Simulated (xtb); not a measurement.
xtb input (GFN1-xTB):

```bash
xtb mol.xyz --gfn 1 --sp --chrg -1 --uhf 0
```
mol.xyz:
```
10

C     -0.94624070     0.73633939    -0.06174193
C      0.40855271     1.11519937    -0.17548297
C      1.19874016    -0.04710827    -0.04671251
C      0.33230945    -1.14431388     0.14661305
C     -0.99336163    -0.66011660     0.13732436
H     -1.80076211     1.40130526    -0.11749921
H      0.77750433     2.12230225    -0.33395634
H      2.28128621    -0.08965033    -0.08889716
H      0.63240809    -2.17770920     0.27901487
H     -1.89043652    -1.25624797     0.26133784
```

End of the output:

```
         :::::::::::::::::::::::::::::::::::::::::::::::::::::
         ::                     SUMMARY                     ::
         :::::::::::::::::::::::::::::::::::::::::::::::::::::
         :: total energy             -13.439187573933 Eh    ::
         :: gradient norm              0.020725395485 Eh/a0 ::
         :: HOMO-LUMO gap              5.507960824751 eV    ::
         ::.................................................::
         :: SCC energy               -13.661031411240 Eh    ::
         :: -> electrostatic           0.112062317058 Eh    ::
         :: repulsion energy           0.225103829869 Eh    ::
         :: dispersion energy         -0.003259992562 Eh    ::
         :: halogen bond corr.         0.000000000000 Eh    ::
         :: add. restraining           0.000000000000 Eh    ::
         :: total charge              -1.000000000000 e     ::
         :::::::::::::::::::::::::::::::::::::::::::::::::::::

           -------------------------------------------------
          |                Property Printout                |
           -------------------------------------------------

    * Orbital Energies and Occupations

         #    Occupation            Energy/Eh            Energy/eV
      -------------------------------------------------------------
         1        2.0000           -0.4175339             -11.3617
         2        2.0000           -0.3851139             -10.4795
         3        2.0000           -0.3851139             -10.4795
         4        2.0000           -0.3437150              -9.3530
         5        2.0000           -0.3437150              -9.3530
         6        2.0000           -0.3377744              -9.1913
         7        2.0000           -0.2577445              -7.0136
         8        2.0000           -0.2577445              -7.0136
         9        2.0000           -0.2524587              -6.8698
        10        2.0000           -0.2465038              -6.7077
        11        2.0000           -0.2465038              -6.7077
        12        2.0000           -0.1480142              -4.0277
        13        2.0000           -0.1480142              -4.0277 (HOMO)
        14                          0.0543996               1.4803 (LUMO)
        15                          0.0543996               1.4803
        16                          0.1156212               3.1462
        17                          0.1156212               3.1462
        18                          0.1233715               3.3571
        19                          0.1338282               3.6417
        20                          0.1338282               3.6417
Note: The following floating-point exceptions are signalling: IEEE_DENORMAL
normal termination of xtb
        21                          0.4458077              12.1310
        22                          0.4458077              12.1310
        23                          0.4576701              12.4538
        24                          0.4658327              12.6760
       ...                                ...                  ...
        30                          0.8773723              23.8745
      -------------------------------------------------------------
                  HL-Gap            0.2024138 Eh            5.5080 eV
             Fermi-level           -0.0468073 Eh           -1.2737 eV

  Mulliken/CM5 charges         n(s)   n(p)   n(d)
     1C    -0.14339 -0.19795   1.028  3.115  0.000
     2C    -0.14339 -0.19795   1.028  3.115  0.000
     3C    -0.14339 -0.19795   1.028  3.115  0.000
     4C    -0.14339 -0.19795   1.028  3.115  0.000
     5C    -0.14339 -0.19795   1.028  3.115  0.000
     6H    -0.05661 -0.00205   1.057  0.000  0.000
     7H    -0.05661 -0.00205   1.057  0.000  0.000
     8H    -0.05661 -0.00205   1.057  0.000  0.000
     9H    -0.05661 -0.00205   1.057  0.000  0.000
    10H    -0.05661 -0.00205   1.057  0.000  0.000

Wiberg/Mayer (AO) data.
largest (>0.10) Wiberg bond orders for each atom

 ---------------------------------------------------------------------------
     #   Z sym  total        # sym  WBO       # sym  WBO       # sym  WBO
 ---------------------------------------------------------------------------
     1   6 C    3.954 --     2 C    1.412     5 C    1.412     6 H    0.979
     2   6 C    3.954 --     1 C    1.412     3 C    1.412     7 H    0.979
     3   6 C    3.954 --     2 C    1.412     4 C    1.412     8 H    0.979
     4   6 C    3.954 --     5 C    1.412     3 C    1.412     9 H    0.979
     5   6 C    3.954 --     4 C    1.412     1 C    1.412    10 H    0.979
     6   1 H    1.005 --     1 C    0.979
     7   1 H    1.005 --     2 C    0.979
     8   1 H    1.005 --     3 C    0.979
     9   1 H    1.005 --     4 C    0.979
    10   1 H    1.005 --     5 C    0.979
 ---------------------------------------------------------------------------

Topologies differ in total number of bonds
Writing topology from bond orders to xtbtopo.mol

 dipole moment from electron density (au)
     X       Y       Z
   0.0000  -0.0000  -0.0000  total (Debye):    0.000

           -------------------------------------------------
          | TOTAL ENERGY              -13.439187573933 Eh   |
          | GRADIENT NORM               0.020725395485 Eh/α |
          | HOMO-LUMO GAP               5.507960824751 eV   |
           -------------------------------------------------

------------------------------------------------------------------------
------------------------------------------------------------------------
 total:
 SCF:
```

It need not be the lowest isomer of its formula. Whether it binds its extra electron was not tested at this geometry.
